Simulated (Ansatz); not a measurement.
This geometry of BF3 + ClH (6 atoms, charge 0, multiplicity 1) is a first-order saddle point.

Level of theory: RKS PBE-D4/def2-SVP in Ansatz 0.2.0.

```xyz
6
Properties=species:S:1:pos:R:3
B 0.013 -0.242 0.012
F 0.010 0.123 1.544
F 1.157 0.146 -0.544
F -1.157 0.079 -0.533
Cl 0.071 -2.190 0.555
H 0.043 -1.031 1.648
```

(1) Which two structures does it join? (They come from a converged band through this point; their orientation in space is the band's.)

(2) How far does it lie above each of them?

Answers

(1) Bonds broken: B1–F2, Cl5–H6. Bonds formed: B1–Cl5, F2–H6. BF3 + ClH becomes BClF2 + FH.

Image 0:

```xyz
6
Properties=species:S:1:pos:R:3
B -0.004 0.286 -0.044
F -0.005 0.564 1.259
F 1.143 0.242 -0.703
F -1.153 0.173 -0.690
Cl 0.087 -2.539 0.883
H 0.070 -1.840 1.977
```

Image 6:

```xyz
6
Properties=species:S:1:pos:R:3
B 0.018 -0.462 -0.258
F 0.007 0.123 1.846
F 1.149 0.146 -0.576
F -1.151 0.080 -0.562
Cl 0.071 -2.201 0.186
H 0.043 -0.801 2.045
```

(2) 82.6 kJ/mol above the first and 24.6 kJ/mol above the second. This is the barrier of this one path; another mechanism may lie lower. The orbitals stay closed-shell, which can raise the energy where a bond breaks towards radicals; this wasn't checked here.

The run took 2.1 min on 1 thread of Intel(R) Xeon(R) Platinum 8375C CPU @ 2.90GHz (Ice Lake), with other jobs on the host, peak memory 0.15 GiB.
